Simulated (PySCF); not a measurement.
Level of theory: PBE/[Te def2-SVP with ECP28, O def2-SVP, Cl def2-SVP], scalar-relativistic core potentials, density fitting, no spin–orbit coupling, PySCF. Open shells, if any, are unrestricted.

What shape and geometry does isolated singlet TeOCl4 take (every ligand bound to Te)?

Counting electrons, tellurium keeps none of its valence electrons outside its bonds, so the VSEPR class is AX5 and the expected shape is trigonal bipyramidal; with unlike ligands the computed point group is C2v. The lowest minimum found is a singlet of C2v symmetry with Te–Cl 2.400 Å (×2), Te–Cl 2.417 Å (×2), Te–O 1.825 Å; Cl–Te–Cl 86.6° (×4), Cl–Te–Cl 114.0°, Cl–Te–Cl 167.4°, Cl–Te–O 96.3° (×2), Cl–Te–O 123.0° (×2). Its harmonic wavenumbers are 49 (a1), 91 (b2), 158 (a1), 165 (a2), 169 (b1), 174 (b2), 247 (b1), 290 (a1), 322 (a1), 341 (b2), 346 (b1), 826 (a1) cm⁻¹ and its dipole moment is 1.64 D.

Only a few start shapes were tried, so a lower isomer may exist.
